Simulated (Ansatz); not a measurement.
Gas-phase electronic energies from Ansatz, PBE0-D4/def2-TZVP geometries. CBS: MP2 limit from def2 TZ/QZ plus the TZ coupled-cluster correction, frozen cores. DFT in def2-TZVPP. B3LYP here is the variant with VWN-RPA as its local correlation; programs differ in this. For Ge outer-core shells are correlated without core-valence functions, which leaves a few kJ/mol of doubt a bond. Scalar relativity is left out up to krypton. Each species was taken in one conformer, which may not be the lowest.

Reaction (cleavage of the Si–Ge bond): `[CH3][GeH]([CH3])[SiH3]` + `O[Si](F)(Cl)O[SiH3]` → `F[Si](Cl)(O[SiH3])O[SiH3]` + `[CH3][GeH2][CH3]`

```tsv
level	ΔE (kJ/mol)
PBE-D4	-68.0
PBE0-D4	-76.7
B3LYP-D4	-93.2
MP2/def2-QZVPP	-96.1
```

Q: What does CCSD(T)/CBS give? (An estimate is asked.)

A: Ansatz gave: -91.7 kJ/mol. The listed levels differ from it by 23.7, 15.0, -1.5, -4.4 kJ/mol.

Largest T1 diagnostic among the species: 0.011.

From PBE to PBE0 (25 % exact exchange), in def2-TZVPP and without D4, ΔE moves by −8.7 kJ/mol. In def2-TZVPP, CCSD(T) changes the Hartree–Fock value by +30.7 kJ/mol (the triples alone add +4.1 kJ/mol) and MP2 by +27.3 kJ/mol.
